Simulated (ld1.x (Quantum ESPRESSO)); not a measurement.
Which change was made? (In, TM)

In (Z = 49), norm-conserving Troullier–Martins (Kleinman–Bylander form), made with ld1.x (Quantum ESPRESSO) 7.5 (PBE, scalar-relativistic). Core [Kr] 4d10, reference 5s1 5p0 (charge +2). Waves: 5s (bound): rc 1.50 bohr; 5d channel at -0.05 Ry: rc 2.00 bohr; 5p (bound, empty): rc 2.55 bohr. Local part: the p channel. Core correction: Bessel-smoothed model core, default radius (core density twice the valence density).

Cutoffs, loose and tight: the cutoffs (Ry, on a coarse ladder) from which the occupation-weighted sum of valence levels, in a spherical-Bessel basis at the reference potential, stays within 10 and 1 mRy of its value at 400 Ry. They do not see the model core or the augmentation charge, which bear on the density cutoff. Test errors are all-electron minus pseudo excitation energies from the reference, over the configurations 5s2 5p1; 5s2 5p0; 5s2 5p0.5; 5s1 5p2; 5s0 5p3; 5s1 5p1; 5s2 5p1.3; variants that change the core or the reference have their own tests. The largest error is taken over the tests solved by every variant that gives reliable tests at all, those not shown here included: 5s0 5p3; 5s1 5p1; 5s1 5p2; 5s2 5p0; 5s2 5p0.5.

The base gives: outcome: generated; cutoff, loose: 35 Ry; cutoff, tight: 110 Ry; bound ghosts: d; largest test error (meV): -132.

Q: After one change the result is: outcome: generated; cutoff, loose: 8 Ry; cutoff, tight: 100 Ry; bound ghosts: d, s; largest test error (meV): -33. Which change was it?
A. wave 5p (bound): rc 2.55 bohr becomes 5p (bound): rc 1.94 bohr
B. wave 5p (bound): rc 2.55 bohr becomes 5p (bound): rc 3.82 bohr
C. wave 5p (bound): rc 2.55 bohr becomes 5p (bound): rc 3.40 bohr

A: C. The others give: wave 5p (bound): rc 2.55 bohr becomes 5p (bound): rc 3.82 bohr → outcome: generated; cutoff, loose: 35 Ry; cutoff, tight: 110 Ry; bound ghosts: d, s; largest test error (meV): -423 | wave 5p (bound): rc 2.55 bohr becomes 5p (bound): rc 1.94 bohr → outcome: generated; cutoff, loose: 35 Ry; cutoff, tight: 110 Ry; bound ghosts: s, d; largest test error (meV): -160.
